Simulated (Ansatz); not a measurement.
Geometry optimisation, RHF/def2-SVP in Ansatz 0.2.0.

Input:

```yaml
crystal:
  periodic: [false, false, false]
  atoms:
    - { symbol: In, position_ang: [-0.003127, 0.234639, -0.065258] }
    - { symbol: Cl, position_ang: [-0.000892, 0.395669, 2.342469] }
    - { symbol: Cl, position_ang: [2.029841, 0.298083, -1.182034] }
    - { symbol: Cl, position_ang: [-2.04179, 0.239306, -1.17359] }
    - { symbol: Br, position_ang: [0.114965, -3.312827, 1.336349] }
    - { symbol: H, position_ang: [0.091503, -2.17467, 2.297964] }
basis:
  gaussian: { orbitals: def2-SVP }
hamiltonian:
  xc: hf
relax:
  f_tol: 0.03
  max_steps: 50
output:
  orbitals: {}
```

Launched with:

```bash
$ ansatz run input.yaml --threads 2 --pin off --max-ram 3072MiB --backend cpu --events-out ev --progress --plain --runs-dir out
```

**Question.** Where does it end, and by what steps?

**Answer.** The run converged. After 6 steps the energy has fallen by 0.233 eV; Br5 moved furthest, 0.55 Å. Joined: In1–Br5 (3.82 → 3.11 Å).

```csv
step,energy less start (eV),largest force component (eV/Å),accepted
0,0.0000,1.490,yes
1,-0.1261,0.475,yes
2,-0.1655,0.374,yes
3,-0.1812,0.334,yes
4,-0.2141,0.841,yes
5,-0.2319,0.039,yes
6,-0.2327,0.025,yes
```

```xyz
6
Properties=species:S:1:pos:R:3
In 0.008 0.093 0.076
Cl 0.005 0.703 2.341
Cl 2.019 0.145 -1.107
Cl -2.013 0.040 -1.088
Br 0.083 -2.876 0.997
H 0.087 -2.426 2.337
```

Whether the end is a true minimum wasn't checked by a vibrational analysis.

Run time: 22 s on 2 threads of Arm Neoverse V1, with other jobs on the host, peak memory 0.32 GiB.
